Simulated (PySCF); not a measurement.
NMR data simulated for an unnamed compound:

1H NMR (400 MHz, computed): δ 1.63 (d, J = 2.5 Hz, 2H), 1.40 (t, J = 2.5 Hz, 1H), 0.72 (s, 6H), 0.65 (d, J = 1.2 Hz, 1H), 0.49 (d, J = 1.2 Hz, 1H).

13C{1H} NMR (computed): δ 45.1 (CH), 34.5 (CH2), 12.9 (CH3), 5.8 (CH).

Theoretical values (PySCF): coordinates at the PBE0-D3(BJ)/def2-SVP level, shieldings: GIAO PBE0/pcSseg-1, spin–spin couplings from B3LYP/pcJ-1 (spin–dipole term only in couplings to heteroatoms). Isolated molecule, single conformer, no relativistic terms, one averaged value for each set of equivalent atoms.

Shifts are taken against calculated references (same method and geometry level): 1H, 13C against TMS.

**Question.** Which of these does the molecule contain: a (CH3)2CH unit, a three-membered ring, a heteroaromatic ring, an OH group?

**Answer.** 
- A (CH3)2CH unit: no.
- A three-membered ring: yes.
- A heteroaromatic ring: no.
- An OH group: no.

The data belong to `CB(C)[C@H]1[C@@H]2C[C@@H]21`, C₆H₁₁B; they needn't prove each group on their own.

Carbon signals by region: 4 below 50 ppm.

A carbon bonded to boron is broadened by the quadrupolar boron nucleus and is often missing from a measured spectrum. Multiplet labels drop couplings under 1 Hz and merge nearly equal ones. Unscaled 3J(H,H) at this level run about 10 % above measured values. Shifts are as computed. Against solution values, carbons near 30 ppm lie about +2 ppm off and those near 130 ppm about +5 ppm. Of 1309 compounds with measured shifts, 239 miss one by over three times the rms of a fit or turn the order of signals round; such compounds aren't used in these exercises.
